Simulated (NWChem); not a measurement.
SrBrF; SMILES [F][Sr][Br]

```xyz
3

Sr     0.2644     0.9803     0.0000
F     -0.7027     2.8526     0.0000
Br    -0.1063    -1.7979     0.0000
```
Atoms are numbered in this order, from 1.

Program: NWChem. Structure relaxed at the PBE0/def2-SVP level. def2 effective core potentials on Sr; no spin-orbit coupling.

For level B3LYP/def2-SVP (core potentials):

| Item | Value |
|---|---|
| highest occupied level (eV) | -6.82 |
| orbital gap (eV) | 4.47 |
| dipole (D) | 4.97 |

Question: What are these values for level B3LYP/STO-3G (all-electron, non-relativistic)?

Answer: The highest occupied level (eV) comes out as -2.08. The orbital gap (eV) comes out as 4.23 and the dipole (D) is 4.79.
